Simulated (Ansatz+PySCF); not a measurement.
A calculation with Ansatz (development build ahead of 0.2.0).

```yaml
crystal:
  periodic: [false, false, false]
  atoms:
    - { symbol: Be, position_ang: [0.0, 0.0, -2.05232] }
    - { symbol: O, position_ang: [0.0, 0.0, 1.02616] }
basis:
  gaussian: { orbitals: STO-3G }
magnetization:
  spin_polarized: true
hamiltonian:
  xc: hf
correlation:
  method: mp2
  frozen_orbitals: { Be: 0, O: 1 }
output:
  forces: true
```

The input is written out in the form of the current development build from the run's settings.

Results

- Converged: yes
- Reference energy: -88.11142 hartree
- Correlation energy: -0.01866 hartree
- Total energy: -88.13008 hartree
- Spin squared of the determinant: 1.243
- Stability test: minimum

Forces (eV/Å):
| atom | Fx | Fy | Fz |
| --- | --- | --- | --- |
| Be1 | 0.000 | 0.000 | 0.052 |
| O2 | 0.000 | 0.000 | -0.052 |

Caution: large amplitudes, a single reference is doubtful; another spin multiplicity may lie lower; the unrestricted determinant is a mixture of spin states; a plain start can end on a higher determinant.
